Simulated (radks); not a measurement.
Values are calculated unless marked as measured or tabulated.
Initial-state core-level shifts of neutral terbium when its valence configuration changes from [Xe] 4f9 6s2. Level of theory: scalar-relativistic Kohn-Sham, LDA (Slater exchange, Perdew-Wang correlation), spin-polarised, spherical densities, point nucleus; open shells are filled with parallel spins first (spin-orbit coupling, left out, can overturn this in heavy ions) (a radial shooting solver on a logarithmic mesh with Libxc functionals). Shifts are changes of the shell-averaged eigenvalues in eV (positive: less bound).

| valence | 1s | 2p | 3d | 4s |
|---|---|---|---|---|
| 4f9 5d1 6s1 | +1.034 | +1.074 | +1.035 | +1.057 |
| 4f9 6s1 6p1 | -1.181 | -1.172 | -1.161 | -1.166 |
| 4f8.5 5d1 6s1 6p0.5 | -2.732 | -2.892 | -3.256 | -3.141 |
| 4f8.5 5d0.5 6s2 | -2.912 | -3.103 | -3.448 | -3.341 |
| 4f7.5 5d1 6s2 6p0.5 | -11.153 | -11.856 | -13.074 | -12.562 |
| 4f8 5d1 6s2 | -6.089 | -6.503 | -7.264 | -6.987 |
| 4f8 6s2 6p1 | -9.361 | -9.849 | -10.561 | -10.293 |
| 4f9 6s1.5 6p0.5 | -0.646 | -0.641 | -0.635 | -0.637 |
